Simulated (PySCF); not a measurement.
How methods differ on the ionisation energy of Ga⁺

Ga⁺ [Ar] 3d10 4s2 (1S) → Ga²⁺ [Ar] 3d10 4s1 (2S), as a difference of total energies. All numbers are calculated (PySCF 2.14, scalar relativity through the core potential, in aug-cc-pVDZ-PP with ECP10MDF). Correlated levels: valence: 3s2 3p6 3d10 frozen. The calculations carry no spin-orbit coupling.

```
           method  ionisation energy (eV)
              UHF                  18.762
    MP2 (valence)                  19.396
SCS-MP2 (valence)                  19.523
   CCSD (valence)                  19.725
```

Errors of the correlated levels include the incompleteness of this basis and the frozen core.

With two correlated electrons CCSD is exact in that space.

Question: Which method comes closest to the reference value, and which is furthest?

Answer: The reference is 20.515 eV (measured; NIST Atomic Spectra Database, ionization energies). Closest: CCSD (valence) (error -0.790 eV); furthest: UHF (error -1.753 eV).
